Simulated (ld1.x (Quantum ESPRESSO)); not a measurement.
# Transferability test, TM potential for sulfur

* Element: S (Z = 16)
* Generator: ld1.x (Quantum ESPRESSO) 7.5
* Type: norm-conserving Troullier–Martins (Kleinman–Bylander form)
* Functional: PBE
* Relativity: scalar-relativistic
* Frozen core: [Ne]
* Valence charge: 6
* Reference configuration: 3s2 3p4
* Partial waves: 3p (bound): rc 1.75 bohr; 3d channel at -0.05 Ry: rc 1.40 bohr; 3s (bound): rc 1.10 bohr
* Local potential: the s channel
* Core correction: Bessel-smoothed model core inside 0.90 bohr

Energies are relative to the spin-unpolarised reference configuration 3s2 3p4; without spin polarisation the order of configurations can differ from experiment.

```csv
valence configuration,charge,ΔE all-electron (eV),error AE − PS (meV)
3s2 3p3,+1,11.769,+3.8
3s2 3p2,+2,34.053,+27
3s2 3p1,+3,68.094,+91
3s1 3p4,+1,22.648,+5.4
3s1 3p5,0,10.311,-1.8
3s2 3p0,+4,114.891,+213
```

(1) What are ΔE and the potential's error for 3s2 3p3.5?

Levels in the configuration 3s2 3p3:

```
level  all-electron (eV)  pseudo (eV)
   3s            -27.630      -27.614
   3p            -16.796      -16.784
```

Answers

(1) ΔE = 4.660 eV all-electron; the error (AE − PS) is +0.5 meV.
